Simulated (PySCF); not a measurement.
H₆NSi₂, SMILES [SiH2]N[SiH3], multiplicity 2. Atoms are numbered in the order given.

```xyz
9

Si     1.5335    -0.0142    -0.5570
N      0.1899     0.2636     0.5219
Si    -1.5083    -0.0391     0.2497
H      1.1685    -1.1706    -1.4381
H      2.7561    -0.3364     0.2548
H      0.4082     0.8337     1.3366
H     -2.1345    -0.6117     1.4809
H     -1.6078    -1.0116    -0.8762
H     -2.2732     1.1968    -0.1097
```
Charge 0, spin multiplicity 2.

Coordinates come from a PBE0-D3(BJ)/def2-SVP optimisation. The isomer is the one that the SMILES or the coordinates give; other isomers of the formula were not compared.

Two levels are set side by side: PBE/pcH-1 (PySCF) and PBE0/pcH-1 (PySCF). Contact hyperfine couplings, same geometry. Differences are taken from unrounded values.

```json
[
 {"quantity": "A(iso) of 29Si, atom Si1 (MHz)", "PBE0": "-535.9", "PBE": "-502.4", "PBE minus PBE0": "33.5"},
 {"quantity": "A(iso) of 14N, atom N2 (MHz)", "PBE0": "10.4", "PBE": "8.1", "PBE minus PBE0": "-2.2"},
 {"quantity": "A(iso) of 29Si, atom Si3 (MHz)", "PBE0": "4.5", "PBE": "3.6", "PBE minus PBE0": "-0.9"},
 {"quantity": "A(iso) of 1H, atom H4 (MHz)", "PBE0": "68.9", "PBE": "69.1", "PBE minus PBE0": "0.2"},
 {"quantity": "A(iso) of 1H, atom H5 (MHz)", "PBE0": "96.1", "PBE": "97.6", "PBE minus PBE0": "1.5"},
 {"quantity": "A(iso) of 1H, atom H6 (MHz)", "PBE0": "-10.0", "PBE": "-9.1", "PBE minus PBE0": "0.8"},
 {"quantity": "A(iso) of 1H, atom H7 (MHz)", "PBE0": "10.8", "PBE": "13.5", "PBE minus PBE0": "2.7"},
 {"quantity": "A(iso) of 1H, atom H8 (MHz)", "PBE0": "-0.5", "PBE": "-0.6", "PBE minus PBE0": "-0.1"},
 {"quantity": "A(iso) of 1H, atom H9 (MHz)", "PBE0": "2.4", "PBE": "4.6", "PBE minus PBE0": "2.2"}
]
```

Rough cost on one machine, each run with all the roots and properties that it gave: PBE0 against PBE within a factor of 2.
